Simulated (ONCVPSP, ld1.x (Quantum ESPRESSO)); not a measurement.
**Hardness and transferability of assorted potentials**

Generated with ld1.x 7.5 (TM, RRKJ, ultrasoft, PAW), atompaw 4.2 or ONCVPSP 4.0.1. The cutoff is in Ry: for ld1.x and atompaw files where the sum of valence levels is converged to 10 mRy in a Bessel basis, for ONCV files where the hardest occupied wave has 1 mHa per electron of residual kinetic energy. The error is the largest all-electron minus pseudo excitation energy over each file’s own four to seven test configurations (ionisations up to +4, promotions, holes and added fractions of an electron), all of which were solved. The labels leave out finer settings (local radius, basis sizes, second energies), which also bear on the numbers. Spin-polarised tests are not counted. The rows are a selection from randomly drawn settings: files with unsolved tests, undetermined cutoffs or missed reference levels are left out.

A true bound ghost makes a file unfit for plane-wave use even where its test errors are small: the radial tests pick states by their node count and pass the ghost by.

| element | potential | cutoff (Ry) | largest error (meV) | bound ghosts |
| --- | --- | --- | --- | --- |
| F | ONCV, LDA (Perdew-Zunger), scalar-relativistic, rc 0.65/0.95 (sp), local smoothed, core correction yes, reference 2s2 2p5, qcut 8.8/12.8, projectors 2/1 | 220 | +155 | none |
| P | ONCV, Wu-Cohen, scalar-relativistic, rc 0.85/0.80 (sp), local smoothed, core correction no, reference 2s2 2p6 3s2 3p1, qcut 10.8/21.9, projectors 2/2 | 309 | +2.3 | none |
| Ca | ONCV, PBE, scalar-relativistic, rc 2.25/1.20/2.25 (spd), local smoothed, core correction yes, reference 3s2 3p6 4s2, qcut 7.1/6.6/3.8, projectors 2/2/2 | 37 | -2.6 | none |
| Mo | TM, LDA (PZ), scalar-relativistic, rc 1.85/2.05/1.60 (spd), local p, core correction yes, reference 4s2 4p6 4d4.5 5s0 5p0 | 45 | +1428 | none |
| Ce | ONCV, LDA (Perdew-Zunger), fully relativistic, rc 2.45/2.50/3.40/1.55 (spdf), local smoothed, core correction yes, reference 4f1 5s2 5p6 5d1 6s1, qcut 4.8/4.9/4.4/9.2, projectors 2/2/2/2 | 91 | +10 | none |
| Au | ONCV, LDA (Perdew-Wang 92), fully relativistic, rc 1.55/1.20/2.25/1.90 (spdf), local smoothed, core correction yes, reference 5s2 5p6 5d10 6s1, qcut 7.8/8.2/5.8/6.2, projectors 2/2/2/2 | 63 | +49 | none |
| Bi | ONCV, PBE, scalar-relativistic, rc 1.45/1.70/1.60 (spd), local smoothed, core correction no, reference 5s2 5p6 5d10 6s2 6p3, qcut 7.2/8.5/8.6, projectors 2/2/2 | 86 | -381 | none |

Fill in the row for Cd: TM, PBEsol, scalar-relativistic, rc 1.05/1.25/1.85 (spd), local smoothed, core correction yes, reference 4s2 4p6 4d10 5s0 5p0.

cutoff 140 Ry, largest error +975 meV, bound ghosts: none.

Fill in the row for Ce: ONCV, LDA (Perdew-Wang 92), scalar-relativistic, rc 2.55/2.25/3.65/1.55 (spdf), local smoothed, core correction yes, reference 4f1 5s2 5p6 5d1 6s2, qcut 4.3/6.7/4.2/13.3, projectors 2/2/1/2.

cutoff 125 Ry, largest error -18 meV, bound ghosts: s.
